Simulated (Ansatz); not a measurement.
Coupled-cluster diagnostics for the cluster Be3O3⁺ (the lowest doublet isomer of a short search), Ansatz.

Geometry of the doublet (PBE0-D4/def2-SVP):

```xyz
6

Be   -0.8681    0.9046   -0.5303
Be   -0.4285   -1.4949    0.4784
Be    1.2676    0.4892    0.0847
O     0.9398   -0.9338    0.5563
O     0.4366    1.5241   -0.4868
O    -1.3474   -0.4891   -0.1023
```

Correlated methods freeze 3 core orbitals. The structure comes from a short search, and lower isomers may exist.

(1) Estimate the CCSD(T) correlation energy, the shares of MP2 and (T), T1 and the reference's ⟨S²⟩ for: charge 1, doublet, own geometry in def2-TZVPP; and the rough time on 4 threads of Arm Neoverse V2 on a shared host.

Results:

(1) 
```
                          state       basis  correlation (eV)  MP2 share (%)  (T) share (%)     T1  ⟨S²⟩ (pure)  wall time   remarks
charge 1, doublet, own geometry  def2-TZVPP           -24.576           93.4            3.7  0.055  0.77 (0.75)    1.9 min  large T1
```
Customary marks for T1 are 0.02 (closed shells), 0.045 (open shells) and about 0.05 (3d metals). T1 exceeds 0.02 in 1 of 1 rows and 0.045 in 1; the higher it lies, the less the single-reference result can be trusted.
